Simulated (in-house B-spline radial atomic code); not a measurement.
Ionising S5+ with different functionals

Computed with an all-electron radial atomic-structure program (B-spline basis): non-relativistic Hamiltonian, point nucleus, spin-polarised at highest spin, spherical fractional occupations for the functionals, the average over the highest-spin determinants for Hartree-Fock. The ionisation energy is the difference of two self-consistent energies, [Ne] 3s1 → [He] 2s2 2p6, without Breit or QED terms; ε is the level of the shell that loses the electron (its least bound occupied spin orbital).

| method | rung | ΔSCF (eV) | -ε(3s) (eV) |
| --- | --- | --- | --- |
| Hartree-Fock | Hartree-Fock | 87.35 | 87.38 |
| HF fractional | Hartree-Fock | 87.35 | 87.38 |
| LDA VWN5 | LDA | 88.44 | 81.73 |
| LDA PW92 | LDA | 88.44 | 81.73 |
| LDA exchange-only | LDA | 87.45 | 80.76 |
| PBE | GGA | 88.55 | 81.63 |
| PBEsol | GGA | 88.20 | 81.55 |
| BLYP | GGA | ? | ? |
| RPBE | GGA | 88.45 | 81.52 |
| PW91 | GGA | 88.64 | 81.77 |
| BP86 | GGA | 88.19 | 81.74 |
| AM05 | GGA | 88.06 | 81.53 |
| OLYP | GGA | 88.49 | 81.53 |
| TPSS | meta-GGA | 88.09 | 81.61 |
| SCAN | meta-GGA | 87.81 | 81.99 |
| r2SCAN | meta-GGA | ? | ? |
| M06-L | meta-GGA | 86.77 | 81.47 |
| revTPSS | meta-GGA | 87.91 | 81.61 |
| PBE0 | global hybrid | 88.32 | 83.20 |
| B3LYP | global hybrid | 88.84 | 83.13 |
| TPSSh | global hybrid | 88.04 | 82.23 |
| M06-2X | global hybrid | 88.26 | 85.36 |
| BHandHLYP | global hybrid | 88.57 | 84.84 |
| r2SCAN0 | global hybrid | 87.77 | 83.44 |
| B97-1 | global hybrid | 87.93 | 82.69 |
| HSE06 | range-separated hybrid | 88.36 | 82.84 |
| wB97X | range-separated hybrid | 86.90 | 85.60 |
| CAM-B3LYP | range-separated hybrid | 88.84 | 84.98 |
| LC-wPBE | range-separated hybrid | 88.47 | 86.51 |

**Question.** What does BLYP give?

**Answer.** ΔSCF 88.91 eV, and -ε(3s) = 81.75 eV.

**Question.** What does r2SCAN give?

**Answer.** ΔSCF 87.72 eV, and -ε(3s) = 81.94 eV.

**Question.** Among the functionals, which spreads more, the ΔSCF values or the orbital energies?

**Answer.** The orbital energies: ΔSCF values span about 2.14 eV and the orbital energies 5.75 eV.

**Question.** How do they compare with the NIST value?

**Answer.** NIST lists 88.053 eV (measured, ground level to ground level). Errors run from -1.28 to +0.86 eV; AM05 is closest (+0.01 eV), but part of that can be cancellation, since the calculations leave out relativity, Breit-QED terms. Hartree-Fock also lacks correlation.
